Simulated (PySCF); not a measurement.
A geometry optimisation on `N1(C=CC=CB1)C`.

Method: PBE0-D3(BJ)/def2-SVP geometry optimisation, gas phase (PySCF 2.14.0). Start geometry: GFN2-xTB. The input is one job of a driver script: a line of settings, then coordinates in Å.

Input:
```
{"job": {"xc": "PBE0", "basis": "def2-SVP", "d3": "d3bj", "grid": 2, "kind": "geom"}, "charge": 0, "multiplicity": 1}
C     -2.161164    -0.158468     0.058183
N     -0.714416    -0.116510     0.029910
B      0.094103    -1.259873     0.259748
C      1.588176    -1.032990     0.195152
C      2.068518     0.214773    -0.070676
C      1.179685     1.288777    -0.285383
C     -0.164901     1.093230    -0.229344
H     -2.490312    -1.170223     0.281174
H     -2.553536     0.515458     0.824708
H     -2.576467     0.141258    -0.907966
H     -0.426536    -2.287020     0.481275
H      2.308335    -1.826279     0.353898
H      3.132017     0.415184    -0.124433
H      1.563816     2.275311    -0.494605
H     -0.851731     1.915362    -0.393555
```

Task: What does the run print?

Result: 
```
step   0  E = -274.46023348  max force = 0.015083
step   1  E = -274.46217088  max force = 0.001951
step   2  E = -274.46218069  max force = 0.000712
step   3  E = -274.46218138  max force = 0.000827
step   4  E = -274.46218505  max force = 0.000122
optimisation converged
```

Energies in Eh; «max force» is the largest Cartesian gradient component in Eh/bohr.

Task: How much energy does the optimisation release, in kJ/mol?

Result: E(step 0) − E(last step) = 0.001952 Eh, which is 5.1 kJ/mol.

Task: Give the first gradient maximum in eV/Å.

Result: With 1 Eh/bohr = 51.422 eV/Å, 0.776 eV/Å.

Summary of the converged run: final energy -274.46219 Eh after 4 steps; dipole 2.27 D.

Task: How long does this job take on an Intel Xeon 6975P-C with one thread, no GPU, on a shared host? And the peak memory of the process?

Result: About 25 s, with 0.75 GiB resident at the peak, the Python interpreter and its libraries included.
Labels such as C1 count atoms from 1, the log's own numbers from 0.
